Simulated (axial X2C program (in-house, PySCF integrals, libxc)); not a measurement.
What spin–orbit coupling does to MgTl

Calculated with an axial X2C code built on PySCF integrals. Spin-free means the one-electron spin-free X2C Hamiltonian; two-component (2c) means X2C with spin–orbit coupling and atomic mean-field two-electron Coulomb and Gaunt terms, so the difference of the two also holds small scalar two-electron terms. Basis: Tl dyall-cv3z [12s14p10d7f1g], Mg dyall-cv3z [9s8p6d3f] (cores contracted in-house); Gaussian nuclei, density fitting, unrestricted open shells. Masses: Tl 204.974 u, Mg 23.985 u.

Spin-free state: M_S = 1/2, Λ = 1 (beyond evenly filled blocks: π+α); fragments Tl + Mg.

| level | Re (Å) | ωe (cm⁻¹) | De (eV) | μ (D) |
| --- | --- | --- | --- | --- |
| PBE0 | 3.015 | 142.6 | 0.373 | 0.70 |
| BP86 | 3.000 | 145.5 | 0.407 | 0.69 |

Dipoles are positive if Mg is the positive end.

Problem. Within this multiplet, which Ω should lie lowest by the rule for regular and inverted multiplets?

Solution. The open π shell holds one electron, so the multiplet is regular: Ω = Λ − 1/2 = 1/2. The PBE0 2c search agrees.

Two-component determinant lowest at the distance of the search:

Ω = 1/2 (⟨Sz⟩ = -0.26, ⟨Lz⟩ = 0.76 at PBE0); fragments Tl + Mg.

```tsv
level	Re (Å)	ωe (cm⁻¹)	De (eV)	μ (D)
PBE0	3.117	113.3	0.278	0.38
BP86	3.081	120.0	0.308	0.53
```

Problem. From the two tables, how do the constants change at the PBE0 level (2c against spin-free)?

Solution. At the PBE0 level Re rises by 0.102 Å and ωe goes down by 29.3 cm⁻¹; De changes by -0.095 eV.

The state is a single determinant with fixed occupations, the lowest that a limited PBE0 search found. De is counted from the lowest determinant-based energies of the atoms at the same level, without counterpoise correction. Density functionals use the spin component along the axis (collinear). Other states lie close and PBE0, whose exact exchange favours high spin, may order them wrongly; the determinant shown need not be the ground state. The nearest other spin-free determinant of the search, M_S = 1/2, Λ = 0, lies 0.15 eV up at the distance of the search. Without a current term, density functionals place determinants with orbital angular momentum somewhat too high. The atomic limit has a lower orbital projection than the molecule and lies lower at mean-field level, so De may be about a tenth of an eV too small. The bond is weak and the correlated curve of this state has no minimum in the scanned range, so this well may be an artefact of the functional.
